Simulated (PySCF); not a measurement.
**Pm²⁺: ionisation energy**

Pm²⁺ [Xe] 4f5 (high-spin determinant) → Pm³⁺ [Xe] 4f4 (high-spin determinant), as a difference of total energies. Calculation: PySCF 2.14, in cc-pVDZ-X2C (8s7p5d3f1g, 84 functions); scalar relativity by spin-free X2C-1e. Correlated levels: valence: [Kr] 4d10 frozen; valence and next inner shell: [Ar] 3d10 frozen. The calculations carry no spin-orbit coupling.

```
                                method  ionisation energy (eV)
                                   UHF                  20.241
                                   LDA                  24.076
                                   PBE                  23.647
                                  PBE0                  23.097
                                r2SCAN                  23.127
                         MP2 (valence)                  21.925
                     SCS-MP2 (valence)                  21.280
    MP2 (valence and next inner shell)                  22.101
SCS-MP2 (valence and next inner shell)                  21.403
```

Q: How much does correlation contribute at MP2 (valence and next inner shell)?

A: 22.101 − (20.241) = 1.860 eV, measured against UHF.

A first-order spin-orbit estimate (lowest level to lowest level, LS coupling) adds -0.119 eV.

Errors of the correlated levels include the incompleteness of this basis and the frozen core.

The determinant of Pm³⁺ and of Pm²⁺ mixes LS terms, which raises its energy above the lowest term, most at the Hartree-Fock and MP2 levels.

For comparison: 22.44 ± 0.08 eV (semi-empirical (NIST evaluation); NIST Atomic Spectra Database, ionization energies).
